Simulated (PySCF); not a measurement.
**Cu²⁺ (copper, charge +2) across methods**

[Ar] 3d8 4s1, high-spin 4F determinant (an excited configuration). Calculation: PySCF 2.14, in ANO-RCC-VTZP (6s5p3d2f1g, 59 functions); the spin-free X2C one-electron Hamiltonian (Gaussian nucleus). The B2PLYP total includes its PT2 part (frozen core); its orbital energies are those of the SCF part.

```json
{"method": "CAM-B3LYP", "E (hartree)": "-1653.537", "mean ε 3d α (eV)": "-43.082", "mean ε 3d β (eV)": "-40.982", "mean ε 4s α (eV)": "-27.276", "Σ⟨r²⟩ (bohr²)": "20.41", "⟨S²⟩": "3.751"}
{"method": "M06-2X", "E (hartree)": "-1653.458", "mean ε 3d α (eV)": "-45.174", "mean ε 3d β (eV)": "-42.590", "mean ε 4s α (eV)": "-26.348", "Σ⟨r²⟩ (bohr²)": "20.39", "⟨S²⟩": "3.752"}
{"method": "UHF", "E (hartree)": "-1652.03797", "mean ε 3d α (eV)": "-50.378", "mean ε 3d β (eV)": "-47.461", "mean ε 4s α (eV)": "-27.698", "Σ⟨r²⟩ (bohr²)": "20.22", "⟨S²⟩": "3.752"}
{"method": "B2PLYP", "E (hartree)": "-1653.148", "mean ε 3d α (eV)": "-44.900", "mean ε 3d β (eV)": "-42.495", "mean ε 4s α (eV)": "-26.582", "Σ⟨r²⟩ (bohr²)": "20.31", "⟨S²⟩": "3.751"}
{"method": "PBE0", "E (hartree)": "-1653.195", "mean ε 3d α (eV)": "-41.676", "mean ε 3d β (eV)": "-39.421", "mean ε 4s α (eV)": "-25.831", "Σ⟨r²⟩ (bohr²)": "20.35", "⟨S²⟩": "3.750"}
{"method": "r2SCAN", "E (hartree)": "-1653.413", "mean ε 3d α (eV)": "-39.038", "mean ε 3d β (eV)": "-37.012", "mean ε 4s α (eV)": "-25.327", "Σ⟨r²⟩ (bohr²)": "20.34", "⟨S²⟩": "3.751"}
{"method": "LDA", "E (hartree)": "-1650.486", "mean ε 3d α (eV)": "-38.842", "mean ε 3d β (eV)": "-36.590", "mean ε 4s α (eV)": "-25.406", "Σ⟨r²⟩ (bohr²)": "20.52", "⟨S²⟩": "3.750"}
```

Problem. Estimate the same row for PBE.

Solution. E (hartree) = -1653.169; mean ε 3d α (eV) = -38.479; mean ε 3d β (eV) = -36.411; mean ε 4s α (eV) = -25.065; Σ⟨r²⟩ (bohr²) = 20.45; ⟨S²⟩ = 3.750.
